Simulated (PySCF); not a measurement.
**How methods differ on the fine-structure interval of Pb(55+)**

Pb(55+) [Ar] 3d9 [3d3/2^4 3d5/2^5, M_J = 5/2] → Pb(55+) [Ar] 3d9 [3d3/2^3 3d5/2^6, M_J = 3/2], as a difference of total energies. All numbers are calculated (PySCF 2.14, the two-component X2C-1e Hamiltonian, in an uncontracted even-tempered set (15 s from 16 bohr⁻², ratio 2.8; 13 p from 21 bohr⁻², ratio 2.8; 8 d from 21 bohr⁻², ratio 2.8; 3 f from 75 bohr⁻², ratio 3)). Correlated levels: [Ne] frozen; the 76 highest virtual spinors dropped. "Screened" scales the spin-orbit matrix elements by Boettger's factors to mimic the two-electron term; Breit and QED terms are absent.

| method | fine-structure interval (cm⁻¹) |
| --- | --- |
| GHF (screened spin-orbit) | 902740 |
| GMP2 (screened spin-orbit) | 902120 |
| GHF (bare spin-orbit) | 1029800 |
